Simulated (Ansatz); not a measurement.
Consider the formal hydrolysis of the Al–Br bond: `[OH][Al]([Cl])[Br]` + H₂O → `[OH][Al]([OH])[Cl]` + HBr.

Program: Ansatz. Geometries: PBE0-D4/def2-TZVP. ΔE: electronic, gas phase. CCSD(T)/CBS is the MP2 limit (def2-TZVPP, def2-QZVPP) plus CCSD(T) − MP2 in def2-TZVPP, frozen cores. This one scheme is used for every species. DFT in def2-TZVPP. B3LYP here is the variant with VWN-RPA as its local correlation; programs differ in this. For Br outer-core shells are correlated without core-valence functions, which leaves a few kJ/mol of doubt a bond. Scalar relativity is left out up to krypton. Each species was taken in one conformer, which may not be the lowest.

Problem. Is it downhill or uphill in electronic energy at CCSD(T)/CBS, and by how much? (An estimate is asked.)

Solution. Computed: Uphill: ΔE = +27.2 kJ/mol.

Problem. What do these levels give: PBE-D4, CAM-B3LYP-D4, B3LYP, r2SCAN0, CCSD(T)/def2-SVP, SCS-MP2/def2-TZVPP? (Best estimate.)

Solution. The calculation gave: PBE-D4 24.9, CAM-B3LYP-D4 15.2, B3LYP 16.0, r2SCAN0 25.2, CCSD(T)/def2-SVP 20.0, SCS-MP2/def2-TZVPP 20.0 kJ/mol.

Largest T1 diagnostic among the species: 0.011.

From BLYP to BHLYP (50 % exact exchange), in def2-TZVPP and without D4, ΔE moves by +6.9 kJ/mol. At CCSD(T), def2-SVP lies −7.1 kJ/mol from the extrapolated value and def2-TZVPP −6.5 kJ/mol. The D4 term adds +3.1 kJ/mol with B3LYP and +1.7 kJ/mol with PBE0; it sums over pairs of atoms, weighted by their polarisabilities, and B3LYP, whose exchange is more repulsive, gets the larger term.
